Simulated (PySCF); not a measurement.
**Dipole response of Kr²⁺ (krypton, charge +2)**

[Ar] 3d10 4s2 4p4, high-spin 3P determinant. Calculation: PySCF 2.14, in x2c-QZVPPall with one added diffuse shell each of s, p, d, f type (12s9p6d5f1g, 113 functions); scalar relativity by spin-free X2C-1e. Coupled (time-dependent) response in atomic units; α is the mean over directions.

```
method  mean α (bohr³)         α xx, yy, zz  C₆ (like pair)  S(−4)
   UHF           7.420  7.444, 7.372, 7.444           36.82  10.54
   PBE           7.485  7.435, 7.584, 7.435           37.15  10.84
  PBE0           7.424  7.397, 7.477, 7.397           36.78  10.58
  MN15           7.284  7.280, 7.292, 7.280           35.02  10.65
```

S(−4) is the Cauchy moment in α(ω) = α(0) + S(−4) ω² + …

Spin-orbit coupling is absent.

α(iu) at PBE0:

```csv
u (hartree),α(iu) (bohr³)
0,7.424
0.0500,7.397
0.100,7.320
0.200,7.026
0.300,6.590
0.500,5.519
0.750,4.230
1.00,3.225
1.50,1.980
2.00,1.331
3.00,0.7404
5.00,0.3569
```

A single London oscillator, α(iu) = α/(1 + u²/ω²), gives C₆ = (3/4) ω α². Matching the computed C₆ needs ω = 4 × 36.78 / (3 × 7.424²) = 0.890 hartree.

For an ion, C₆ is the dispersion term alone; charge-induced terms of lower order in 1/R come first.

The components differ because the open shell of this determinant is not spherical; for a pure term their mean is the scalar polarisability.
